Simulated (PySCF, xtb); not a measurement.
ZnH2, SMILES [ZnH2].

Harmonic wavenumbers (cm⁻¹) from GFN2-xTB (xtb) at its own minimum, in rising order: 404, 404, 1688, 1735.

Question: What does r2SCAN-D4/def2-TZVPD in PySCF 2.14.0 give at its own minimum? (An estimate is asked for; the answer gives what the named calculation found.)

Answer: 667, 667, 1926, 1935. Paired by order, the mean absolute difference is 241 cm⁻¹ and the zero-point energies are 6.0 and 7.4 kcal/mol.
